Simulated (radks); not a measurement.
Excited configurations of the samarium ion Sm+: one electron is placed in a higher orbital outside [Xe] 4f6. The ground configuration is [Xe] 4f6 6s1. Calculated with a radial shooting solver on a logarithmic mesh with Libxc functionals: scalar-relativistic Kohn-Sham, PBE, spin-unpolarised, spherical densities, finite nucleus; Fermi nuclear charge, rms radius 5.0819 fm. Excitation = E - E(ground); binding = E(ion) - E, where the ion is the core of charge +2; n* = 2/sqrt(2 binding) in atomic units, and the quantum defect is n - n*.

outer orbital	excitation (eV)	binding (eV)	n*	quantum defect	eigenvalue (eV)	<r> (bohr)
5d	1.405	9.683	2.371	2.629	-6.039	3.000
5f	7.585	3.503	3.941	1.059	-2.486	8.704
6p	3.130	7.958	2.615	3.385	-5.966	4.936
6d	6.420	4.668	3.415	2.585	-3.501	7.629
7s	5.721	5.367	3.184	3.816	-4.250	7.931
7p	6.790	4.298	3.558	3.442	-3.367	9.476
7f	9.399	1.689	5.677	1.323	-1.325	22.31

The Delta-SCF ionisation energy is 11.088 eV (NIST Atomic Spectra Database: 11.08 eV, semi-empirical). Self-interaction in the functional shifts the binding energies and quantum defects, so they are the method's values and not measured ones. Spin polarisation and multiplet splitting are left out, so open shells lie too high by an amount that depends on their filling. Spin-orbit splitting is averaged out at the scalar-relativistic level.

Beside tabulated values, note that spin-unpolarised runs miss the spin-polarisation part of the exchange energy of open shells.
